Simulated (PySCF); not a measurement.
PySCF input file for SiFBr, SMILES F[Si]Br (connectivity only; charge and spin as stated), neutral, multiplicity 1, TDDFT-PBE0/def2-SVPD. Coordinates come from a ωB97X-D3(BJ)/def2-TZVP optimisation.

```python
import numpy as np
from pyscf import gto, scf, dft, tdscf

mol = gto.M(
    atom='''
    Si    0.65620262   -1.15782669    0.00000000
    F    -0.74468959   -1.94406852    0.00000000
    Br   -0.07098944    0.96303401    0.00000000
    ''',
    basis='def2-SVPD',
    charge=0,
    spin=0,
    symmetry=True,
    max_memory=1600,
    verbose=4,
)
mf = dft.RKS(mol, xc='pbe0').density_fit(auxbasis='def2-universal-jkfit')
mf.grids.level = 3
mf.conv_tol = 1e-9
mf.max_cycle = 100
mf.kernel()
mf.grids = dft.Grids(mol).set(level=1).build(with_non0tab=True)  # coarser grid for the response kernel
td = tdscf.TDDFT(mf)
td.singlet = True
td.nstates = 10
td.conv_tol = 1e-4
td.kernel(x0=td.get_init_guess(mf, 15))
td.analyze()
tt = tdscf.TDA(mf)
tt.singlet = False
tt.nstates = 4
tt.conv_tol = 1e-4
tt.kernel(x0=tt.get_init_guess(mf, 9))
tt.analyze(verbose=3)
```

Output:

```
PySCF version 2.14.0

[INPUT] verbose = 4
[INPUT] num. atoms = 3
[INPUT] num. electrons = 58
[INPUT] charge = 0
[INPUT] spin (= nelec alpha-beta = 2S) = 0
[INPUT] symmetry True subgroup None
[INPUT] Mole.unit = angstrom
[INPUT] Symbol           X                Y                Z      unit          X                Y                Z       unit  Magmom
[INPUT]  1 Si     0.656202620000  -1.157826690000   0.000000000000 AA    1.240043234022  -2.187975343812   0.000000000000 Bohr   0.0
[INPUT]  2 F     -0.744689590000  -1.944068520000   0.000000000000 AA   -1.407259372915  -3.673757070189   0.000000000000 Bohr   0.0
[INPUT]  3 Br    -0.070989440000   0.963034010000   0.000000000000 AA   -0.134150599336   1.819870527542   0.000000000000 Bohr   0.0

nuclear repulsion = 213.015138413944
point group symmetry = Cs
symmetry origin: [-9.77444562e-10  3.25814839e-10  0.00000000e+00]
symmetry axis x: [ 1.0000000e+00 -2.6417705e-10  0.0000000e+00]
symmetry axis y: [2.6417705e-10 1.0000000e+00 0.0000000e+00]
symmetry axis z: [0. 0. 1.]
num. orbitals of irrep A' = 61
num. orbitals of irrep A" = 27
number of shells = 34
number of NR pGTOs = 158
number of NR cGTOs = 88
basis = def2-SVPD
ecp = {}


[settings echo left out]
init E= -2961.61829130259
HOMO (A') = -0.264442751452635  LUMO (A") = -0.103386061639959  gap/eV = 4.38258
cycle= 1 E= -2962.52067970414  delta_E= -0.902  |g|= 0.514  |ddm|= 1.97
HOMO (A') = -0.294468536638602  LUMO (A") = -0.12617818169386  gap/eV = 4.57941
cycle= 2 E= -2962.41336885623  delta_E= 0.107  |g|= 0.941  |ddm|= 1.23
HOMO (A') = -0.294877904529131  LUMO (A") = -0.108565461821846  gap/eV = 5.06982
cycle= 3 E= -2962.57585749648  delta_E= -0.162  |g|= 0.0562  |ddm|= 0.682
HOMO (A') = -0.290467733402178  LUMO (A") = -0.0997535648575645  gap/eV = 5.18960
cycle= 4 E= -2962.57647837506  delta_E= -0.000621  |g|= 0.0334  |ddm|= 0.126
HOMO (A') = -0.291491529605346  LUMO (A") = -0.101782229065541  gap/eV = 5.16225
cycle= 5 E= -2962.576817533  delta_E= -0.000339  |g|= 0.00612  |ddm|= 0.0474
HOMO (A') = -0.291564200834768  LUMO (A") = -0.101646194429675  gap/eV = 5.16793
cycle= 6 E= -2962.57682109325  delta_E= -3.56e-06  |g|= 0.000528  |ddm|= 0.00554
HOMO (A') = -0.291531109065238  LUMO (A") = -0.101630268960855  gap/eV = 5.16747
cycle= 7 E= -2962.57682115894  delta_E= -6.57e-08  |g|= 0.000175  |ddm|= 0.000981
HOMO (A') = -0.291544370411615  LUMO (A") = -0.101646900597296  gap/eV = 5.16737
cycle= 8 E= -2962.57682116843  delta_E= -9.49e-09  |g|= 4.58e-05  |ddm|= 0.000241
HOMO (A') = -0.291543801530781  LUMO (A") = -0.101646419073909  gap/eV = 5.16737
cycle= 9 E= -2962.57682116904  delta_E= -6.12e-10  |g|= 9.77e-06  |ddm|= 8.91e-05
HOMO (A') = -0.291544546672253  LUMO (A") = -0.10164723463246  gap/eV = 5.16737
Extra cycle  E= -2962.57682116903  delta_E= 8.64e-12  |g|= 1.49e-05  |ddm|= 2.58e-05
converged SCF energy = -2962.57682116903
tot grids = 19048


******** <class 'pyscf.tdscf.rks.TDDFT'> for <class 'pyscf.df.df_jk.DFSymAdaptedRKS'> ********
nstates = 10 singlet
deg_eia_thresh = 1.000e-03
wfnsym = None
conv_tol = 0.0001
eigh lindep = 1e-12
eigh level_shift = 0
eigh max_cycle = 100


Excitation energies (eV)
[4.13182649 4.8071121  5.45994861 6.85701565 7.11480715 7.42551122
 7.57850933 7.72990025 7.94139934 8.11494825]

** Singlet excitation energies and oscillator strengths **
Excited State   1:   A"      4.13183 eV    300.07 nm  f=0.0365
      29 -> 30        0.70220
Excited State   2:   A"      4.80711 eV    257.92 nm  f=0.0035
      28 -> 30       -0.70311
Excited State   3:   A'      5.45995 eV    227.08 nm  f=0.0180
      27 -> 30        0.67603
      29 -> 31       -0.17342
Excited State   4:   A'      6.85702 eV    180.81 nm  f=0.1629
      28 -> 32        0.11730
      29 -> 31        0.50178
      29 -> 32        0.45296
Excited State   5:   A'      7.11481 eV    174.26 nm  f=0.4799
      28 -> 32       -0.20234
      29 -> 31       -0.40280
      29 -> 32        0.49614
      29 -> 33       -0.16169
Excited State   6:   A'      7.42551 eV    166.97 nm  f=0.0293
      28 -> 31       -0.67822
      28 -> 32        0.10819
      29 -> 32       -0.11757
Excited State   7:   A"      7.57851 eV    163.60 nm  f=0.0038
      26 -> 30       -0.11776
      27 -> 31       -0.69082
Excited State   8:   A'      7.72990 eV    160.40 nm  f=0.0011
      29 -> 32       -0.12448
      29 -> 33       -0.67487
Excited State   9:   A"      7.94140 eV    156.12 nm  f=0.0025
      26 -> 30       -0.49951
      27 -> 31        0.13134
      27 -> 32        0.47085
Excited State  10:   A"      8.11495 eV    152.78 nm  f=0.0651
      26 -> 30        0.45706
      27 -> 32        0.51147

** Transition electric dipole moments (AU) **
state          X           Y           Z        Dip. S.      Osc.
  1         0.0000     -0.0000      0.6007      0.3609      0.0365
  2         0.0000      0.0000     -0.1714      0.0294      0.0035
  3         0.1181     -0.3468     -0.0000      0.1342      0.0180
  4        -0.2164     -0.9605     -0.0000      0.9694      0.1629
  5        -0.9100      1.3875     -0.0000      2.7534      0.4799
  6         0.2816      0.2856      0.0000      0.1609      0.0293
  7        -0.0000     -0.0000      0.1435      0.0206      0.0038
  8        -0.0751      0.0021     -0.0000      0.0056      0.0011
  9         0.0000      0.0000     -0.1130      0.0128      0.0025
 10        -0.0000     -0.0000      0.5721      0.3273      0.0651

** Transition velocity dipole moments (imaginary part, AU) **
state          X           Y           Z        Dip. S.      Osc.
  1         0.0000      0.0000      0.0927      0.0086      0.0377
  2         0.0000     -0.0000     -0.0312      0.0010      0.0037
  3         0.0240     -0.0684     -0.0000      0.0052      0.0174
  4        -0.0610     -0.2508      0.0000      0.0666      0.1762
  5        -0.2429      0.3674     -0.0000      0.1940      0.4945
  6         0.0794      0.0837     -0.0000      0.0133      0.0325
  7         0.0000      0.0000      0.0402      0.0016      0.0039
  8        -0.0237      0.0012      0.0000      0.0006      0.0013
  9        -0.0000     -0.0000     -0.0331      0.0011      0.0025
 10         0.0000      0.0000      0.1744      0.0304      0.0680

** Transition magnetic dipole moments (imaginary part, AU) **
state          X           Y           Z
  1         1.1743      1.1362      0.0000
  2        -0.5407     -0.1844      0.0000
  3         0.0000     -0.0000     -0.0628
  4        -0.0000      0.0000      1.8482
  5        -0.0000      0.0000     -0.1029
  6        -0.0000      0.0000     -0.6537
  7         0.2552     -0.0170      0.0000
  8         0.0000     -0.0000      0.6534
  9         0.0981     -0.3306     -0.0000
 10        -0.3173      0.5906      0.0000


******** <class 'pyscf.tdscf.rks.TDA'> for <class 'pyscf.df.df_jk.DFSymAdaptedRKS'> ********
nstates = 4 triplet
deg_eia_thresh = 1.000e-03
wfnsym = None
conv_tol = 0.0001
eigh lindep = 1e-12
eigh level_shift = 0
eigh max_cycle = 100


Excitation energies (eV)
[2.4770876  4.59963183 4.61197513 5.11949046]

** Triplet excitation energies and oscillator strengths **
Excited State   1:   A"      2.47709 eV    500.52 nm  f=0.0000
Excited State   2:   A'      4.59963 eV    269.55 nm  f=0.0000
Excited State   3:   A"      4.61198 eV    268.83 nm  f=0.0000
Excited State   4:   A'      5.11949 eV    242.18 nm  f=0.0000
```

Self-consistency was reached.

Cost: around 40 core-seconds (rough).
